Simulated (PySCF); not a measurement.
Species: C₄H₁₀Se, charge 0, multiplicity 1. SMILES: CC(C)C[SeH]
Geometry from a B3LYP-D3(BJ)/def2-TZVP (Ansatz) optimisation:
```
C
H 1 1.0949
C 1 1.5260 2 107.76
H 3 1.0877 1 110.65 2 60.96
H 3 1.0897 4 109.04 1 -122.04
C 1 1.5286 2 108.36 3 -121.68
H 6 1.0912 1 112.00 2 58.05
H 6 1.0913 7 107.69 1 121.98
H 6 1.0933 7 107.69 8 116.16
C 1 1.5312 2 108.16 3 118.14
H 10 1.0916 1 110.75 2 60.72
H 10 1.0917 11 107.97 1 122.28
H 10 1.0932 11 107.73 12 116.36
Se 3 1.9878 4 106.78 5 -116.44
H 14 1.4711 3 94.68 4 41.05
```

Dispersion corrections to the total energy (kcal/mol) from the dftd3 and dftd4 libraries through PySCF: D3(BJ) without and D4 with the three-body term, each with the damping fitted for the functional named.

| functional | D3(BJ) | D4 |
|---|---|---|
| B2PLYP | -6.43 | -5.31 |
| CAM-B3LYP | -6.34 | -6.43 |
| PBE0 | -7.05 | (withheld) |
| HSE06 | -5.36 | -5.92 |
| TPSS | (withheld) | -10.23 |
| PBE | -8.14 | (withheld) |
| PW6B95 | -4.05 | -6.30 |

**Question.** Complete the blanks.

**Answer.** 
- PBE0, D4: -6.39
- TPSS, D3(BJ): -10.24
- PBE, D4: -7.56
